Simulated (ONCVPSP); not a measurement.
**nickel: excitation energies, all-electron against ONCV**

| Quantity | Value |
| --- | --- |
| Element | nickel (Ni) |
| Generator | ONCVPSP 4.0.1 |
| Type | optimised norm-conserving Vanderbilt (ONCV) |
| Functional | LDA (Perdew-Wang 92) |
| Relativity | scalar-relativistic |
| Frozen core | [Ne] 3s2 |
| Valence charge | 16 |
| Reference configuration | 3p6 3d8 4s1 (charge +1) |
| Partial waves | 4s: rc 1.80 bohr, ncon 4, nbas 8, qcut 3.5 1/bohr, 3 projectors, debl 3.3 Ha; 3p: rc 1.10 bohr, ncon 4, nbas 8, qcut 12.9 1/bohr, 1 projector; 3d: rc 1.55 bohr, ncon 5, nbas 10, qcut 11 1/bohr, 3 projectors, debl 2 Ha |
| Local potential | polynomial inside 0.95 bohr (lpopt 5, dvloc0 0 Ha) |
| Core correction | none |

Energies are relative to the spin-unpolarised reference configuration 3p6 3d8 4s1; without spin polarisation the order of configurations can differ from experiment.

Problem. Give the all-electron excitation energy and the error of the potential for: 3p6 3d8 4s2; 3p6 3d8 4s0; 3p6 3d7 4s0; 3p6 3d9 4s0.

Solution.

```
valence configuration  charge  ΔE all-electron (eV)  error AE − PS (meV)
          3p6 3d8 4s2       0                -9.594                 -2.5
          3p6 3d8 4s0      +2                17.653                 -9.2
          3p6 3d7 4s0      +3                55.457                  +93
          3p6 3d9 4s0      +1                -3.046                  -23
```

Levels in the configuration 3p6 3d9 4s0:

```tsv
level	all-electron (eV)	pseudo (eV)
3p	-74.781	-74.649
3d	-13.300	-13.296
```

Note: no bound ghost flagged; GHOST(+) flagged for s at 105.1 eV.
